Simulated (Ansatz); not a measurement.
Ansatz results at the PBE0-D4/def2-TZVP geometry: HOMO–LUMO gap (B3LYP/def2-TZVPP) 4.83 eV; HOMO–LUMO gap (PBE/def2-TZVPP) 3.35 eV; size of the dipole moment (PBE/def2-TZVPP) 1.28 D.

Each molecule was computed in one conformer, which needn't be the lowest.

Question: Which molecule gave them?
A. `F[CH]([SiH3])[GeH3]`
B. `O=C1OCS1`
C. `[SiH3]O[CH]([SiH3])[InH2]`
D. `N[SiH](F)[SiH2]F`

Answer: C. The others give `O=C1OCS1`: 6.47, 4.70, 3.57; `F[CH]([SiH3])[GeH3]`: 7.95, 6.19, 1.22; `N[SiH](F)[SiH2]F`: 6.85, 5.03, 1.64.

B3LYP here is the variant with VWN-RPA as its local correlation; programs differ in this.
